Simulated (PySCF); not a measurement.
Br2H2OSn, SMILES [OH][SnH]([Br])[Br]. Geometry optimised at PBE-D3(BJ)/def2-SVP. The structure was generated by enumeration; whether it is a known compound was not checked. The def2 effective core potentials stand for the cores of Sn; spin–orbit coupling is left out. The values are those of a single conformer.

Task: Give the equilibrium geometry at PBE-D3(BJ)/def2-SVP (PySCF confirms it by a frequency run) as Cartesian coordinates in Å, and its point group. (The exact figures need the calculation; the answer reports its results.)

Result: One answer among several that fit: point group Cs.
```xyz
6

Sn     0.3211     0.6557     0.0000
O     -0.9137     2.2212     0.0000
Br    -0.1259    -0.7684    -2.0165
Br    -0.1259    -0.7684     2.0165
H      1.9114     1.3035     0.0000
H     -1.8460     1.9257     0.0000
```
